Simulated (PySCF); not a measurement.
# Spinor energies of Pd (palladium, neutral)

Start: [Kr] 4d9 5s1; 4d3/2 filled at m_j = -3/2, -1/2, +1/2, +3/2; 4d5/2 filled at m_j = -3/2, -1/2, +1/2, +3/2, +5/2; 5s1/2 filled at m_j = +1/2. Calculated with PySCF 2.14 in x2c-SVPall-2c with one added diffuse shell each of s, p, d type (7s9p7d1f, 76 functions): generalised Hartree-Fock with the X2C-1e Hamiltonian and a Gaussian nucleus; one run each with spin-orbit coupling (SO) switched off, then screened by Boettger's factors. This is a chosen level, not necessarily the ground level.

```json
{"spinor shell": "1s1/2", "electrons": "2", "ε, spin-free (eV)": "-24475.3", "ε, screened SO (eV)": "-24473.6", "weight of nominal j (screened SO)": "1.000", "rms radius, screened SO (bohr)": "0.0366"}
{"spinor shell": "2s1/2", "electrons": "2", "ε, spin-free (eV)": "-3659.5", "ε, screened SO (eV)": "-3659.0", "weight of nominal j (screened SO)": "1.000", "rms radius, screened SO (bohr)": "0.150"}
{"spinor shell": "2p1/2", "electrons": "2", "ε, spin-free (eV)": "-3275.4", "ε, screened SO (eV)": "-3385.9", "weight of nominal j (screened SO)": "1.000", "rms radius, screened SO (bohr)": "0.130"}
{"spinor shell": "2p3/2", "electrons": "4", "ε, spin-free (eV)": "-3275.4", "ε, screened SO (eV)": "-3224.1", "weight of nominal j (screened SO)": "1.000", "rms radius, screened SO (bohr)": "0.135"}
{"spinor shell": "3s1/2", "electrons": "2", "ε, spin-free (eV)": "-698.64", "ε, screened SO (eV)": "-698.49", "weight of nominal j (screened SO)": "1.000", "rms radius, screened SO (bohr)": "0.403"}
{"spinor shell": "3p1/2", "electrons": "2", "ε, spin-free (eV)": "-568.94", "ε, screened SO (eV)": "-588.86", "weight of nominal j (screened SO)": "1.000", "rms radius, screened SO (bohr)": "0.399"}
{"spinor shell": "3p3/2", "electrons": "4", "ε, spin-free (eV)": "-568.94", "ε, screened SO (eV)": "-559.60", "weight of nominal j (screened SO)": "1.000", "rms radius, screened SO (bohr)": "0.410"}
{"spinor shell": "3d3/2", "electrons": "4", "ε, spin-free (eV)": "-363.19", "ε, screened SO (eV)": "-366.64", "weight of nominal j (screened SO)": "0.999", "rms radius, screened SO (bohr)": "0.387"}
{"spinor shell": "4s1/2", "electrons": "2", "ε, spin-free (eV)": "-108.58", "ε, screened SO (eV)": "-108.54", "weight of nominal j (screened SO)": "1.000", "rms radius, screened SO (bohr)": "1.01"}
{"spinor shell": "4p1/2", "electrons": "2", "ε, spin-free (eV)": "-69.086", "ε, screened SO (eV)": "-72.987", "weight of nominal j (screened SO)": "0.986", "rms radius, screened SO (bohr)": "1.10"}
{"spinor shell": "4p3/2", "electrons": "4", "ε, spin-free (eV)": "-69.086", "ε, screened SO (eV)": "-67.219", "weight of nominal j (screened SO)": "0.993", "rms radius, screened SO (bohr)": "1.13"}
{"spinor shell": "4d3/2", "electrons": "4", "ε, spin-free (eV)": "-12.729", "ε, screened SO (eV)": "-13.299", "weight of nominal j (screened SO)": "0.887", "rms radius, screened SO (bohr)": "1.61"}
{"spinor shell": "4d5/2", "electrons": "5", "ε, spin-free (eV)": "-12.729", "ε, screened SO (eV)": "-12.286", "weight of nominal j (screened SO)": "0.909", "rms radius, screened SO (bohr)": "1.64"}
{"spinor shell": "5s1/2", "electrons": "1", "ε, spin-free (eV)": "-6.478", "ε, screened SO (eV)": "-6.481", "weight of nominal j (screened SO)": "0.998", "rms radius, screened SO (bohr)": "3.76"}
```

Where does 3d5/2 lie, and what is the 3d spin-orbit splitting (screened SO)?

At -360.74 eV, 5.896 eV above 3d3/2.

| quantity | spin-free | screened SO |
| --- | --- | --- |
| E (hartree) | -5041.87080 | -5042.70550 |
| M_J | 3 | 3 |
| ⟨J²⟩ | 12.009 | 12.009 |
| ⟨L²⟩ | 6.008 | 6.021 |
| ⟨S²⟩ | 2.001 | 2.015 |

Each row is a mean over spinors that exchange with the open shell spreads, by up to 4.869 eV (4p3/2).

Rows whose weight is well below 1 are mixtures of j = l ± 1/2: exchange outweighs spin-orbit coupling there, and the label is only the starting occupation.

Breit and QED terms are absent; they matter most for the inner s and p1/2 levels.

Densities and radii are taken from the X2C orbitals without a picture-change correction, which distorts them close to the nucleus.

Without spin-orbit coupling the j labels of p, d and f shells carry no meaning; the spin-free column gives the mean over the occupied spinors of each nl shell.
